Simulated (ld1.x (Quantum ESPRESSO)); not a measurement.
## BLYP ultrasoft dataset for Ho (Z = 67), scalar-relativistic all-electron reference.

ld1.x (Quantum ESPRESSO) 7.5 input, shortened:

```
&input
   title='Ho', zed=67., rel=1, dft='BLYP', iswitch=3,
   config='[Xe] 4f11 5d0 6s1 6p0'
 /
 &inputp
   pseudotype=3, tm=.true., lloc=-1, rcloc=1.80,
   nlcc=.true., rcore=0.65,
   which_augfun='PSQ', rmatch_augfun_nc=.true.
 /
8
5S  1  0   2.00   0.00  1.90  2.05  0.0
6S  2  0   1.00   0.00  1.90  2.05  0.0
5P  2  1   6.00   0.00  2.15  2.86  0.0
6P  3  1   0.00   0.00  2.15  2.86  0.0
4D  3  2  10.00   0.00  0.80  1.05  0.0
5D  4  2   0.00   0.00  0.80  1.05  0.0
4F  4  3  11.00   0.00  1.30  1.55  0.0
4F  4  3   0.00   2.50  1.30  1.55  0.0
 &test
   configts(1)='4d10 4f11 5s2 5p6 5d0 6s1 6p0'
 /
```

All-electron outer shells of the reference configuration (BLYP, scalar-relativistic, ld1.x):

| shell | level (eV) | outermost node (bohr) | outermost maximum (bohr) |
| --- | --- | --- | --- |
| 4s | -415.68 | 0.27 | 0.48 |
| 4p | -309.19 | 0.27 | 0.51 |
| 4d | -165.42 | 0.25 | 0.52 |
| 5s | -56.78 | 0.61 | 1.13 |
| 5p | -32.24 | 0.66 | 1.29 |
| 4f | -9.48 | – | 0.53 |
| 6s | -9.01 | 1.54 | 3.18 |
| 5d | -6.74 | 0.75 | 2.03 |
| 6p | -5.45 | 1.87 | 4.14 |

What the tests gave:

```
Configuration tests                       : test run stopped at test 1 of 7 (negative rho)
Lowest eigenvalue of the overlap operator : -0.52 (p channel); it is negative, so in a basis up to 400 Ry S is not positive definite and the file is unfit for use
Density cutoff estimated by the generator : 941 Ry
```

The ghost test of this file was not conclusive. Its overlap operator is not positive definite in a basis up to 400 Ry (lowest eigenvalue p -0.52), so the file is unfit for use: the generalised eigenproblem breaks down once the basis is large enough, and its test numbers describe a broken file.

Generation and tests took about 1.7 s on one core of a shared server CPU.
